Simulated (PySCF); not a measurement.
Worked example: oscillator strength and radiative lifetime

Sn(H)(OH) (H2OSn), SMILES [OH][SnH] (connectivity only; charge and spin as stated), neutral, multiplicity 1.

The structure is a stationary point at B3LYP-D3(BJ)/def2-TZVP. The def2 effective core potentials stand for the cores of Sn; spin–orbit coupling is left out.

TDA-PBE0/def2-TZVPD (PySCF) puts the first singlet state with f over 0.02 at 3.19 eV (vertical), with the transition dipole (0.000, 0.000, 0.603) in atomic units.

**Question.** Find the oscillator strength, the wavelength and the radiative lifetime that this transition would have in vacuum if emission retraced absorption.

**Answer.** 
|μ|² = 0.3636 au, so |μ| = 1.53 D. ΔE = 3.19/27.211 = 0.1172 hartree. f = (2/3) ΔE |μ|² = 0.028 (the program prints 0.028).
λ = 1239.84/3.19 = 389 nm; ν = 25729 cm⁻¹.
Einstein's coefficient A = 0.6670 ν² f s⁻¹ (ν in cm⁻¹) = 1.3e7 s⁻¹, so τ = 1/A = 80 ns. This state is S1. The figure is the radiative limit of this one transition; relaxation, internal conversion, crossing to triplets and a medium change what is measured.
